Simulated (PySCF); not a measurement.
C4H6O2Si.
Cartesian coordinates in Å at the PBE0-D3(BJ)/def2-SVP level; atoms count from 1:
```
atom  x, y, z in Å
C1    -1.788    2.823    1.467
C2    -1.611    1.772    0.880
Si3   -1.411    0.183   -0.002
O4     0.290    0.010   -0.151
C5     0.699   -1.109   -0.763
C6     2.188   -1.214   -0.867
O7    -0.092   -1.923   -1.172
H8    -1.939    3.753    1.986
H9    -2.036    0.276   -1.344
H10   -1.970   -0.916    0.822
H11    2.630   -1.188    0.140
H12    2.463   -2.142   -1.380
H13    2.581   -0.344   -1.413
```

The calculation used TDDFT CAM-B3LYP/def2-SVPD, vertical, gas phase, core orbitals frozen in the response (PySCF).

Ground-to-excited transition dipoles (e·a0, same axes as the geometry; the sign carries no meaning), for the states with f of 0.002 or more among the lowest 9:

| state | E (hartree) | μx | μy | μz |
| --- | --- | --- | --- | --- |
| S3 | 0.2279 | 0.102 | -0.076 | -0.044 |
| S5 | 0.2775 | 0.403 | -0.417 | -0.239 |
| S6 | 0.2913 | 0.007 | -0.076 | 0.132 |
| S7 | 0.2956 | -0.006 | -0.110 | 0.220 |
| S8 | 0.2984 | -0.423 | 0.343 | 0.183 |
| S9 | 0.3029 | -0.140 | -0.292 | -0.150 |

Work out the oscillator strengths.

f = (2/3) ΔE |μ|² with ΔE in hartree (27.2114 eV).

| state | \|μ\|² (au) | \|μ\| (D) | f |
| --- | --- | --- | --- |
| S3 | 0.018 | 0.34 | 0.003 |
| S5 | 0.394 | 1.60 | 0.073 |
| S6 | 0.023 | 0.39 | 0.004 |
| S7 | 0.061 | 0.63 | 0.012 |
| S8 | 0.330 | 1.46 | 0.066 |
| S9 | 0.127 | 0.91 | 0.026 |

Label these states by symmetry in Cs.

The ground state is totally symmetric, so the direction of μ fixes the label. Polarised normal to the mirror plane, so A″: S6 and S7. Polarised in the mirror plane, so A′: S3, S5, S8 and S9.

Which bond between heavy atoms lies closest to the direction of the S5 transition dipole?

O4–C5, at 22° from it; next C1–C2 at 32°.

What angle do the transition dipoles of S8 and S9 make?

|cos θ| = |μa·μb| / (|μa| |μb|) = 0.33, so θ ≈ 71° (taken between 0 and 90°, since the signs are arbitrary).

What peak molar absorption coefficient would the strongest computed level give as a lone Gaussian band 0.4 eV wide at half height?

ε(max) = 2.175×10⁸ f / FWHM, with the width in cm⁻¹. S5: 2.175×10⁸ × 0.0728 / 3226 ≈ 4900 L mol⁻¹ cm⁻¹.

All these states lie below the vertical ionisation energy of 10.54 eV (ΔSCF).

One conformer stands for the species.
